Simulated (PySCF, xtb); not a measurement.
CH6OSSi, SMILES CS[SiH2]O.

GFN2-xTB (xtb) at its own geometry gives an orbital gap of 4.27 eV and a dipole moment of 1.46 D.

Geometry: ωB97X-D3(BJ)/def2-SVP. This is a generated structure with no PubChem entry under its InChIKey; it may be hypothetical. One conformer was computed; it need not be the lowest.

Question: What does PBE/def2-TZVP run with PySCF give? (The exact figures need the calculation; the answer reports its results.)

Answer: gap 4.76 eV (levels -5.80 and -1.05 eV), dipole 1.97 D.
